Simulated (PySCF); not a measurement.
The group X on SiH2(OH)-X is varied. Isolated molecules, 0 K electronic values unless said otherwise. One relaxed conformer stands for each flexible species; it need not be the lowest. Strings in code marks are SMILES.

The HOMO–LUMO gap from two functionals at the same geometries (PBE0-D4/def2-TZVP), both in PySCF: PBE-D3(BJ)/def2-TZVP and B3LYP-D3(BJ)/def2-TZVP. B3LYP has the VWN-RPA correlation part, as in Gaussian. 

| species | PBE-D3(BJ)/def2-TZVP (eV) | B3LYP-D3(BJ)/def2-TZVP (eV) |
|---|---|---|
| X = H (`[SiH3]O`) | 6.38 | 8.27 |
| X = bromo (`O[SiH2]Br` (H–O–Si–Br torsion 58°)) | 6.32 | 7.96 |
| X = isocyano (`[N+](#[C-])[SiH2]O`) | 5.59 | 7.76 |
| X = AlH2 (`[AlH2][SiH2]O`) | 3.23 | 4.75 |

Over these rows, drawn at random from the members with no instability flagged (it was tested for open shells, ions and some series alone), PBE minus B3LYP-D3(BJ): mean -1.81 eV, from -2.17 eV to -1.52 eV.
